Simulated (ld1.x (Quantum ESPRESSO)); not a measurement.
**caesium: TM pseudisation with PBEsol, scalar-relativistic reference atom.**

```
Element                 : caesium
Generator               : ld1.x (Quantum ESPRESSO) 7.5
Type                    : norm-conserving Troullier–Martins (Kleinman–Bylander form)
Functional              : PBEsol
Relativity              : scalar-relativistic
Frozen core             : [Xe]
Valence charge          : 1
Reference configuration : 5d1 6s0 6p0
Partial waves           : 6s (bound, empty): rc 3.55 bohr; 6p (bound, empty): rc 6.32 bohr; 5d (bound): rc 4.10 bohr
Local potential         : all-electron potential smoothed inside 3.30 bohr (lloc = -2)
Core correction         : a·sin(br)/r model core inside 2.95 bohr
```

Poles of the logarithmic derivatives, all-electron (AE) and pseudo (PS). Narrow ghost or core levels that the grid stepped over were put in at their known energies. s: poles at -2.0, -0.0, 1.1, 2.8 (AE) and -0.0, 0.1, 1.2, 2.7, 4.4 (PS) Ry. p: poles at -1.0, 0.3, 1.5, 3.2 (AE) and 0.2, 0.6, 1.7, 3.4 (PS) Ry. d: poles at 0.0, 0.8, 2.2, 4.1 (AE) and 0.0, 0.8, 2.2, 4.2 (PS) Ry. Test radius 6.85 bohr.

* Cutoffs needed: 6 Ry and 8 Ry (the cutoffs (Ry, on a coarse ladder) from which the occupation-weighted sum of valence levels, in a spherical-Bessel basis at the reference potential, stays within 10 and 1 mRy of its value at 400 Ry)
* Ghost test: no extra level below or beside the all-electron valence levels (s, p, d, f tested) (spherical-Bessel basis up to 400 Ry, 20 bohr box)
* Largest excitation error: -22 meV (all-electron minus pseudo) for 5d0 6s0 6p1, out of 4 test configurations
